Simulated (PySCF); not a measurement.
# [OsO3(H2O)]2+ at several levels of theory

Computed with PySCF 2.14.0 (density fitting, no spin-orbit coupling) at the geometry relaxed with PBE0:

```xyz
7
[OsO3(H2O)]2+ (singlet)
Os    0.0000   -0.2846   -0.2934
O     1.3341    0.0714   -1.2088
O     0.0000    0.7319    1.0180
O    -1.3341    0.0714   -1.2088
O     0.0000   -2.2048    0.3388
H     0.0000   -2.4930    1.2915
H     0.0000   -3.0104   -0.2468
```

```csv
level,basis,state,HOMO (eV),gap (eV),charge on Os1 (e),dipole about the centre of mass (D),largest force component (eV/Å)
PBE0,"Os def2-SVP with ECP60, O def2-SVP, H def2-SVP",singlet,-23.11,5.65,1.62,8.35,0.03
B3LYP,the same,singlet,-22.79,5.16,1.59,8.33,0.81
TPSSh,the same,singlet,-22.18,4.40,1.63,8.33,1.08
wB97X,the same,singlet,-25.47,10.14,1.62,8.31,0.98
PBE0,"Os def2-TZVP with ECP60, O def2-TZVP, H def2-TZVP",singlet,-22.83,5.65,1.76,8.21,0.31
PBE0,"Os x2c-SVPall, O x2c-SVPall, H x2c-SVPall",singlet,-23.24,5.50,1.54,8.15,0.62
```

Charges are Mulliken's, which hang on the basis. The relaxation used the grid (50, 194), these runs (75, 302) or, all-electron (x2c bases, spin-free X2C Hamiltonian), (99, 590).

**Question.** What does HF with Os def2-SVP with ECP60, O def2-SVP, H def2-SVP give here?

**Answer.** state singlet, HOMO (eV) -27.14, gap (eV) 12.89, charge on Os1 (e) 1.98, dipole about the centre of mass (D) 8.46, largest force component (eV/Å) 4.82. Time: 1.9 s on 2 threads of Arm Neoverse V2 (shared host), from an already converged density.

In the first row's basis the gap widens with exact exchange: 4.4 to 5.6 eV for TPSSh, B3LYP, PBE0 (a fixed share); 10.1 to 12.9 eV for wB97X, Hartree–Fock (rising or full at long range).

A frequency check found unstable modes (1, the lowest at -38 cm⁻¹), so the relaxed geometry is a saddle point, or these are noise.
